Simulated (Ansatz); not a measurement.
`[CH3][SnH2][Cl]` and `[OH][SnH2][Cl]` differ in one atom or group.

Ansatz, PBE0-D4/def2-TZVP geometries, multiplicity 1. Each molecule was computed in one conformer, which needn't be the lowest.

Elements past krypton have def2 core potentials.

| property | `[CH3][SnH2][Cl]` |
| --- | --- |
| LUMO energy (ωB97M-V/def2-TZVPP) / eV | 1.14 |
| HOMO–LUMO gap (PBE0/def2-TZVPP) / eV | 7.83 |
| HOMO–LUMO gap (B3LYP/def2-TZVPP) / eV | 7.31 |
| zero-point energy (PBE0-D4/def2-TZVP) / kJ/mol | 133.7 |
| HOMO–LUMO gap (PBE/def2-TZVPP) / eV | 5.67 |
| ideal-gas entropy at 298 K and 1 bar (rigid rotor, harmonic PBE0-D4/def2-TZVP) / J/(mol·K) | 331 |

**Question.** What does the change do to each property? (Estimate.)

**Answer.** The calculation gave: 
| property | `[OH][SnH2][Cl]` | shift |
| --- | --- | --- |
| LUMO energy (ωB97M-V/def2-TZVPP) / eV | 0.92 | -0.22 |
| HOMO–LUMO gap (PBE0/def2-TZVPP) / eV | 7.87 | 0.04 |
| HOMO–LUMO gap (B3LYP/def2-TZVPP) / eV | 7.29 | -0.02 |
| zero-point energy (PBE0-D4/def2-TZVP) / kJ/mol | 73.5 | -60.2 |
| HOMO–LUMO gap (PBE/def2-TZVPP) / eV | 5.39 | -0.28 |
| ideal-gas entropy at 298 K and 1 bar (rigid rotor, harmonic PBE0-D4/def2-TZVP) / J/(mol·K) | 321 | -10 |

With PBE0 the HOMO falls by 0.43 eV and the LUMO falls by 0.38 eV, so the gap widens by about 0.05 eV. PBE moves the HOMO by -0.19 eV and ωB97M-V by -0.49 eV. The zero-point energy changes by -60.2 kJ/mol with -6 modes.

B3LYP here is the variant with VWN-RPA as its local correlation; programs differ in this.
